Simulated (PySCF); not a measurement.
These are PySCF with PBE-D3(BJ)/def2-TZVP // B3LYP-D3(BJ)/def2-TZVP values and carry that method's errors. Isolated molecules, 0 K electronic values unless said otherwise. One relaxed conformer stands for a flexible species; it need not be the lowest. 

Reference species (SMILES): `[OH][Ge]([OH])([OH])[SH]` (neutral, multiplicity 1).

HOMO–LUMO gap: 5.06 eV
HOMO: -6.55 eV

Changed species: `[OH][Ge]([OH])([OH])[OH]` (0 of 4 OH replaced by SH; the reference has 1 of 4 OH replaced by SH).

### Question
Predict the effect on the HOMO–LUMO gap and HOMO.

### Answer
the HOMO–LUMO gap rises by 1.00 eV, to 6.06 eV; the HOMO falls by 0.85 eV, to -7.40 eV.
